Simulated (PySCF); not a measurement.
**Vertical excitation energies**

Species: C₃H₄OSi.
Cartesian coordinates in Å at the GFN2-xTB level; atoms count from 1:
```
atom  x, y, z in Å
O1    -0.857    1.988    1.003
C2    -0.458    0.971    0.496
C3    -1.182   -0.253    0.091
C4    -0.203   -1.026   -0.412
Si5    1.224    0.201   -0.126
H6    -2.239   -0.448    0.189
H7    -0.328   -2.017   -0.819
H8     2.217   -0.177    0.874
H9     1.840    0.767   -1.322
```

Computed, not measured: PySCF 2.14.0, density-fitted response routines, TDDFT CAM-B3LYP/def2-SVPD, vertical, gas phase, core orbitals frozen in the response.

Q: What does the calculation give for the low-lying excited states?

A: 

| state | E (eV) | λ (nm) | f | \|μ\| (D) | symmetry | main configurations (H = HOMO, L = LUMO) |
| --- | --- | --- | --- | --- | --- | --- |
| S1 | 3.24 | 382.7 | 0.0008 | 0.26 | – | H→L (94%) |
| S2 | 5.53 | 224.3 | 0.0020 | 0.31 | A″ | H→L+2 (90%) |
| S3 | 5.67 | 218.8 | 0.021 | 0.99 | A′ | H→L+1 (79%), H-1→L (13%) |
| S4 | 6.06 | 204.8 | 0.0012 | 0.23 | – | H-2→L (96%) |
| S5 | 6.26 | 197.9 | 0.165 | 2.64 | A′ | H-1→L (73%), H→L+1 (9%) |
| S6 | 6.60 | 187.9 | 0.024 | 0.98 | A′ | H→L+3 (76%), H→L+4 (11%) |
| S7 | 7.26 | 170.7 | 0.0023 | 0.29 | A″ | H-1→L+1 (94%) |
| S8 | 7.47 | 166.0 | 0.117 | 2.03 | A′ | H→L+4 (52%), H→L+5 (15%), H-3→L (8%) |

Triplets (Tamm–Dancoff): T1 2.75 eV, H→L (89%), H→L+2 (8%); T2 3.93 eV, H-1→L (91%); T3 5.17 eV, H→L+1 (69%), H→L+2 (19%).

The lowest singlet lies at 3.24 eV (383 nm, visible) and is very weak; its leading configuration is HOMO→LUMO (94%). The most intense listed level is S5 at 6.26 eV (198 nm, f = 0.165), 3.02 eV above S1. Löwdin shares by element: HOMO oxygen 48%, carbon 29% or more, silicon 14%; LUMO carbon 67%, oxygen 20%. Orbital energies (eV): HOMO-3 -11.79, HOMO-2 -10.91, HOMO-1 -9.90, HOMO -8.21, LUMO -0.69, LUMO+1 0.60, LUMO+2 1.20. Weighted by f, the mean energy of these states is 6.67 eV. Of the 8 states listed, 4 reach f = 0.01 and none stays under 0.0005. S1 lies in the visible range (380 to 750 nm), at 383 nm, f = 0.0008; light of that wavelength is violet, and its complementary colour is yellow-green; a Tamm–Dancoff triplet lies at 451 nm, without intensity as long as spin–orbit coupling is left out. Symmetry labels in Cs follow from the direction of the transition dipole and are given only for states with f of 0.002 or more. Only the lowest 8 singlets were computed, as vertical energies without vibronic structure.

Hardware: an Arm Neoverse N1 with one thread, no GPU, shared host with 64 logical CPUs at a one-minute load of 62. Cost: 30 s (grids of density and orbitals included), 0.57 GiB resident at most.
